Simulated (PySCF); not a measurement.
# Two-component Hartree-Fock for Rb (rubidium, neutral)

Start: [Kr] 5p1; 5p3/2 filled at m_j = +3/2. Calculated with PySCF 2.14 in x2c-TZVPall-2c with one added diffuse shell each of s, p, d type (9s10p8d1f, 86 functions): generalised Hartree-Fock with the X2C-1e Hamiltonian and a Gaussian nucleus; one run each with spin-orbit coupling (SO) switched off, then screened by Boettger's factors. This is a chosen level, not necessarily the ground level.

```json
{"spinor shell": "1s1/2", "electrons": "2", "ε, spin-free (eV)": "-15288.4", "ε, screened SO (eV)": "-15287.8", "weight of nominal j (screened SO)": "1.000", "rms radius, screened SO (bohr)": "0.0464"}
{"spinor shell": "2s1/2", "electrons": "2", "ε, spin-free (eV)": "-2109.4", "ε, screened SO (eV)": "-2109.3", "weight of nominal j (screened SO)": "1.000", "rms radius, screened SO (bohr)": "0.192"}
{"spinor shell": "2p1/2", "electrons": "2", "ε, spin-free (eV)": "-1864.6", "ε, screened SO (eV)": "-1906.4", "weight of nominal j (screened SO)": "1.000", "rms radius, screened SO (bohr)": "0.169"}
{"spinor shell": "2p3/2", "electrons": "4", "ε, spin-free (eV)": "-1864.6", "ε, screened SO (eV)": "-1844.6", "weight of nominal j (screened SO)": "1.000", "rms radius, screened SO (bohr)": "0.173"}
{"spinor shell": "3s1/2", "electrons": "2", "ε, spin-free (eV)": "-343.04", "ε, screened SO (eV)": "-343.02", "weight of nominal j (screened SO)": "1.000", "rms radius, screened SO (bohr)": "0.543"}
{"spinor shell": "3p1/2", "electrons": "2", "ε, spin-free (eV)": "-262.02", "ε, screened SO (eV)": "-268.64", "weight of nominal j (screened SO)": "1.000", "rms radius, screened SO (bohr)": "0.550"}
{"spinor shell": "3p3/2", "electrons": "4", "ε, spin-free (eV)": "-262.02", "ε, screened SO (eV)": "-258.89", "weight of nominal j (screened SO)": "1.000", "rms radius, screened SO (bohr)": "0.561"}
{"spinor shell": "3d3/2", "electrons": "4", "ε, spin-free (eV)": "-127.70", "ε, screened SO (eV)": "-128.68", "weight of nominal j (screened SO)": "1.000", "rms radius, screened SO (bohr)": "0.575"}
{"spinor shell": "3d5/2", "electrons": "6", "ε, spin-free (eV)": "-127.70", "ε, screened SO (eV)": "-127.04", "weight of nominal j (screened SO)": "1.000", "rms radius, screened SO (bohr)": "0.579"}
{"spinor shell": "4s1/2", "electrons": "2", "ε, spin-free (eV)": "-43.988", "ε, screened SO (eV)": "-43.997", "weight of nominal j (screened SO)": "1.000", "rms radius, screened SO (bohr)": "1.57"}
{"spinor shell": "4p1/2", "electrons": "2", "ε, spin-free (eV)": "-23.392", "ε, screened SO (eV)": "-24.071", "weight of nominal j (screened SO)": "0.999", "rms radius, screened SO (bohr)": "1.83"}
{"spinor shell": "4p3/2", "electrons": "4", "ε, spin-free (eV)": "-23.392", "ε, screened SO (eV)": "-23.089", "weight of nominal j (screened SO)": "1.000", "rms radius, screened SO (bohr)": "1.86"}
{"spinor shell": "5p3/2", "electrons": "1", "ε, spin-free (eV)": "-2.457", "ε, screened SO (eV)": "-2.449", "weight of nominal j (screened SO)": "1.000", "rms radius, screened SO (bohr)": "8.17"}
```

| quantity | spin-free | screened SO |
| --- | --- | --- |
| E (hartree) | -2978.96026 | -2979.16890 |
| M_J | 3/2 | 3/2 |
| ⟨J²⟩ | 3.750 | 3.750 |
| ⟨L²⟩ | 2.000 | 2.005 |
| ⟨S²⟩ | 0.750 | 0.755 |

Breit and QED terms are absent; they matter most for the inner s and p1/2 levels.

Densities and radii are taken from the X2C orbitals without a picture-change correction, which distorts them close to the nucleus.

Without spin-orbit coupling the j labels of p, d and f shells carry no meaning; the spin-free column gives the mean over the occupied spinors of each nl shell.
